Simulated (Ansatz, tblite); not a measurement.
Cost and result up the ladder for RuO₂⁺ (3 atoms). The state is a doublet with charge 1. Geometry: PBE0-D4/def2-TZVP.

```xyz
3

Ru   -0.407   -0.147    0.022
O    -0.180    1.256    0.818
O     0.587   -1.108   -0.840
```

Ansatz on 4 threads of Arm Neoverse V1 on a shared host; xTB runs through tblite on one thread. Times are rough, summed over both states, and most runs start from the orbitals of an earlier one. RPA@PBE/def2-TZVP serves as the yardstick here, not as an exact answer. The other state is a quartet at its own geometry.

In the def2 sets Ru takes a core potential; there is no spin–orbit coupling. The xTB rows come from tblite. HSE06 is defined as in plane-wave codes, on full-range PBE exchange. Correlated methods freeze 2 core orbitals; core or outer-core shells of Ru are correlated, in sets that lack core-valence functions. The structure comes from a short search, and lower isomers may exist.

Run but left out: HF/STO-3G, HF/def2-TZVP, B2PLYP/def2-TZVP, MP2/def2-TZVP (doublet: ⟨S²⟩ 1.38 to 2.32, where a pure state has 0.75); HF/def2-TZVPP, MP2/def2-TZVPP, CCSD/def2-TZVPP, CCSD(T)/def2-TZVPP (flagged by the program: other amplitudes).

Correlated methods converge slowly with the basis.

xTB has no spin-polarisation term.

```json
{"level": "GFN1-xTB", "functions": "17", "wall time": "0.004 s", "quartet − doublet (eV)": "1.96", "difference from RPA@PBE/def2-TZVP (eV)": "1.48"}
{"level": "GFN2-xTB", "functions": "17", "wall time": "0.005 s", "quartet − doublet (eV)": "1.71", "difference from RPA@PBE/def2-TZVP (eV)": "1.23"}
{"level": "HSE06-D4/def2-TZVP", "functions": "102", "wall time": "5 s", "quartet − doublet (eV)": "0.32", "difference from RPA@PBE/def2-TZVP (eV)": "-0.16"}
{"level": "CAM-B3LYP-D4/def2-TZVP", "functions": "102", "wall time": "6.3 s", "quartet − doublet (eV)": "0.39", "difference from RPA@PBE/def2-TZVP (eV)": "-0.09"}
{"level": "PBE-D4/def2-TZVP", "functions": "102", "wall time": "8.1 s", "quartet − doublet (eV)": "0.48", "difference from RPA@PBE/def2-TZVP (eV)": "0.00"}
{"level": "RPA@PBE/def2-TZVP", "functions": "102", "wall time": "8.8 s", "quartet − doublet (eV)": "0.48", "difference from RPA@PBE/def2-TZVP (eV)": "0.00"}
{"level": "PBE0-D4/def2-TZVP (with forces)", "functions": "102", "wall time": "15 s", "quartet − doublet (eV)": "0.32", "difference from RPA@PBE/def2-TZVP (eV)": "-0.16"}
```
